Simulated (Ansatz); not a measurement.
Cost and result for the atomization energy of `[F][Al]([F])[O][SiH3]` (8 atoms, 7 bonds).

```xyz
8

F     2.4645   -0.0060    1.7532
Al    1.7032   -0.5221    0.4026
F     2.5138   -1.5347   -0.5913
O     0.1595   -0.0338    0.0526
Si   -1.3613    0.4193   -0.3188
H    -2.1502    0.5925    0.9275
H    -2.0034   -0.6200   -1.1636
H    -1.3261    1.7047   -1.0623
```

The species carries charge 0 and has multiplicity 1. The structure was optimised at the PBE0-D4/def2-TZVP level. It is one conformer, not always the lowest. Program: Ansatz. All runs use 2 threads of a server CPU on a shared host. Times are those of one run each, without the atoms' runs, and a repeat can differ threefold. Electronic energies, without spin–orbit coupling; frozen cores. CCSD(T)/CBS adds CCSD(T) − MP2 in def2-TZVPP to the MP2 limit, and its time is that of the two runs behind it. T1 = 0.012. B3LYP takes the VWN-RPA correlation (the form of Gaussian; ORCA's B3LYP/G). HSE06 is the plane-wave form, built on full-range PBE exchange.

CCSD(T)/CBS is a level of theory with its own doubt, some kJ/mol a heavy atom from the limit and from the frozen cores, so smaller differences don't rank the functionals.

```csv
level,functions,wall time
LDA (SPW92)/def2-TZVPP,219,2.7 s
CCSD(T)/def2-SVP,93,3.6 s
BLYP-D4/def2-TZVPP,219,4.2 s
PBE-D4/def2-TZVPP (with forces),219,4.9 s
HSE06-D4/def2-TZVPP,219,6.5 s
PBE-QIDH/def2-TZVPP,219,7 s
r2SCANh-D4/def2-TZVPP,219,8 s
r2SCAN-D4/def2-TZVPP (with forces),219,8.5 s
B3LYP-D4/def2-TZVPP (with forces),219,9 s
B97M-V/def2-TZVPP,219,12 s
MP2/def2-QZVPP,401,19 s
CCSD(T)/def2-TZVPP,219,90 s
CCSD(T)/CBS(def2),–,110 s
```

Task: What atomization energy does each give, and how far from CCSD(T)/CBS? (Best estimate.)

Result: Computed: 
| level | atomization (kJ/mol) | difference from CCSD(T)/CBS | per bond |
| --- | --- | --- | --- |
| LDA (SPW92)/def2-TZVPP | 3461.3 | 333.8 | 47.7 |
| CCSD(T)/def2-SVP | 2885.9 | -241.6 | -34.5 |
| BLYP-D4/def2-TZVPP | 3073.5 | -54.0 | -7.7 |
| PBE-D4/def2-TZVPP (with forces) | 3081.5 | -46.0 | -6.6 |
| HSE06-D4/def2-TZVPP | 3026.0 | -101.5 | -14.5 |
| PBE-QIDH/def2-TZVPP | 3051.1 | -76.4 | -10.9 |
| r2SCANh-D4/def2-TZVPP | 3072.8 | -54.7 | -7.8 |
| r2SCAN-D4/def2-TZVPP (with forces) | 3100.2 | -27.3 | -3.9 |
| B3LYP-D4/def2-TZVPP (with forces) | 3072.0 | -55.5 | -7.9 |
| B97M-V/def2-TZVPP | 3098.4 | -29.1 | -4.2 |
| MP2/def2-QZVPP | 3195.1 | 67.6 | 9.7 |
| CCSD(T)/def2-TZVPP | 3033.0 | -94.5 | -13.5 |
| CCSD(T)/CBS(def2) | 3127.5 | 0.0 | 0.0 |

From BLYP to BHLYP (50 % exact exchange), in def2-TZVPP and without D4, the atomization energy moves by −71.3 kJ/mol: exact exchange takes away binding that semilocal exchange gives to molecules. At CCSD(T), def2-SVP lies −241.6 kJ/mol from the extrapolated value and def2-TZVPP −94.5 kJ/mol: correlation converges slowly with the basis, and small sets miss more of it in the bonded molecule than in its fragments. In def2-TZVPP, CCSD(T) changes the Hartree–Fock value by +686.3 kJ/mol (the triples alone add +38.1 kJ/mol) and MP2 by +789.1 kJ/mol; breaking electron pairs costs correlation energy, which Hartree–Fock lacks.
